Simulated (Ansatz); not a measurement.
Job for Ansatz (an electronic-structure program): U-r2SCAN/cc-pVTZ on C2H5Ga (SMILES C=[CH][GaH2]), a point of a bond scan (R = 1.087 Å).

Ansatz 0.2 input:
```yaml
crystal:
  periodic: [false, false, false]
  atoms:
    - {symbol: Ga, position_ang: [-0.08715066, 0.10104622, 0.73305918]}
    - {symbol: H, position_ang: [-0.76539925, 1.51896569, 0.78932898]}
    - {symbol: H, position_ang: [0.22794711, -0.70697670, 2.04227001]}
    - {symbol: C, position_ang: [0.34544064, -0.60894069, -1.04139596]}
    - {symbol: C, position_ang: [0.07372601, 0.08545312, -2.14907111]}
    - {symbol: H, position_ang: [0.81534456, -1.58265613, -1.15772427]}
    - {symbol: H, position_ang: [0.30335678, -0.28540898, -3.14482241]}
    - {symbol: H, position_ang: [-0.39457853, 1.06456870, -2.11108447]}
basis:
  gaussian:
    orbitals: cc-pVTZ
hamiltonian:
  xc: {name: r2SCAN}
magnetization: {spin_polarized: true, initial_magnetization: 0}
```

Output:

```
WARN ansatz: RAYON_NUM_THREADS=1 ignored (pool sized by the plan → 1); use --threads N
Functional definition: r2SCAN
integrals: 0.08 GiB planned
991 factors; their error is unknown
mean field: 0.81 GiB planned
mean field evaluation 1: about -54524.3784 eV, gradient 4.1e1 eV
mean field evaluation 2: about -54495.6387 eV, gradient 7.5e1 eV
mean field evaluation 4: about -54531.8890 eV, gradient 8.2e0 eV
mean field evaluation 8: about -54532.2517 eV, gradient 2.6e-1 eV
mean field evaluation 16: about -54532.2345 eV, gradient 1.9e-4 eV
mean field -54532.23453961 eV, -2004.0226560545 hartree, gradient 8.0e-5 eV, S^2 0.000000; 0 other end points of the search recorded, 0 dependent functions left out
reference -54532.23455587 eV, -2004.0226566522 hartree; 24, 24 occupied and 149, 149 virtual orbitals, 991 factors
Total energy: -54532.23455587 eV, -2004.0226566522 hartree
```

The calculation finished and met its thresholds.

Cost: roughly 8 core-seconds.
